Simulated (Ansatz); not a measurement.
This singlet lies 2.42 eV below the relaxed triplet at the level frozen-core CCSD(T)/cc-pVTZ // PBE0-D3(BJ)/def2-TZVP (Ansatz, a first-principles code).

Species: CH2N2Si, SMILES `[C-]#[N+][Si]N` (lower singlet) (charge 0, multiplicity 1).

**Question.** Give a relaxed geometry from PBE0-D3(BJ)/def2-TZVP (Ansatz).

**Answer.** Several could match; the one computed here: the end point of this relaxation, one of several conformers (outside a Z-matrix the atoms follow the SMILES, hydrogens last).
Cartesian coordinates (Å) in one orientation:
```xyz
6

C      2.526    -0.512    -0.032
N      1.484     0.030    -0.030
Si     0.128     1.181    -0.042
N     -1.100     0.012     0.021
H     -0.965    -0.988     0.052
H     -2.073     0.276     0.031
```
